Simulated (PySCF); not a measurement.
Stepwise substitution at one centre (Ge NH2-OCH3). All species are isolated molecules in the gas phase. One relaxed conformer stands for each flexible species; it need not be the lowest. Strings in code marks are SMILES.

The S1 excitation (TDA) from two functionals at the same geometries (r2SCAN-D4/def2-SVP), both in PySCF: PBE-D3(BJ)/def2-TZVP and r2SCAN-D4/def2-TZVP. Excitations are Tamm–Dancoff values on a coarser integration grid. The basis has no diffuse functions, so Rydberg states are missing or too high.

```csv
species,r2SCAN-D4/def2-TZVP (eV)
0 of 4 NH2 replaced by OCH3 (`[NH2][Ge]([NH2])([NH2])[NH2]`),6.25
2 of 4 NH2 replaced by OCH3 (`C[O][Ge]([NH2])([NH2])[O]C`),6.36
3 of 4 NH2 replaced by OCH3 (`C[O][Ge]([NH2])([O]C)[O]C`),6.36
4 of 4 NH2 replaced by OCH3 (`C[O][Ge]([O]C)([O]C)[O]C`),6.41
```

What does PBE-D3(BJ)/def2-TZVP give for each?


- 0 of 4 NH2 replaced by OCH3 (`[NH2][Ge]([NH2])([NH2])[NH2]`): 5.34
- 2 of 4 NH2 replaced by OCH3 (`C[O][Ge]([NH2])([NH2])[O]C`): 5.53
- 3 of 4 NH2 replaced by OCH3 (`C[O][Ge]([NH2])([O]C)[O]C`): 5.62
- 4 of 4 NH2 replaced by OCH3 (`C[O][Ge]([O]C)([O]C)[O]C`): 5.73
Over these rows, drawn at random from the members with no instability flagged (it was tested for open shells, ions and some series alone), PBE minus r2SCAN-D4: mean -0.79 eV, from -0.91 eV to -0.68 eV.
